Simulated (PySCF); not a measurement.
Job for PySCF: R-HF/STO-3G on BH3O (SMILES BO), a point of a bond scan (R = 3.814 Å).

```python
from pyscf import gto, scf, dft, mp
from pyscf.data.elements import chemcore

mol = gto.M(
    atom='''
    B    -0.44836328   -0.55342233    0.06101432
    H    -0.09581979   -3.06256124    2.91153275
    H    -1.30242775   -0.64193468   -0.77341615
    O     0.44517449    0.45958125    0.02792633
    H     0.32104168    1.06992460   -0.70686739
    ''',
    basis='sto-3g',
    charge=0, spin=0, verbose=3, max_memory=1800)
mf = scf.RHF(mol)
mf.conv_tol = 1e-8
mf.max_cycle = 100
mf.kernel()
if not mf.converged:
    mf = mf.newton().run(mf.mo_coeff, mf.mo_occ)
```

The log:

```
converged SCF energy = -99.5443789534395
```

The calculation finished and met its thresholds.

Cost: around 0.17 core-seconds (rough).
